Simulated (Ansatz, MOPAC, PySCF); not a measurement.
Molecule: SnH, charge 1, multiplicity 1. SMILES: [SnH+]
Geometry: optimised at B3LYP-D3(BJ)/def2-TZVP (Ansatz, a first-principles code).

Unscaled harmonic wavenumbers (cm⁻¹) in rising order, each level at the stationary point that it reaches from this structure (no distance between atoms moves by over 0.3 Å); the order of modes can differ between levels, and a negative number is imaginary. B3LYP-D3(BJ)/def2-TZVP (PySCF, at the structure above): 1805.

PM7 (MOPAC): 2273. Zero-point energy 3.2 against 2.6 kcal/mol; where all levels lie over 400 cm⁻¹, the wavenumbers are on average 1.260 times those of B3LYP-D3(BJ)/def2-TZVP.

HF/3-21G (Ansatz): 1920. Zero-point energy 2.7 against 2.6 kcal/mol; where all levels lie over 400 cm⁻¹, the wavenumbers are on average 1.064 times those of B3LYP-D3(BJ)/def2-TZVP.
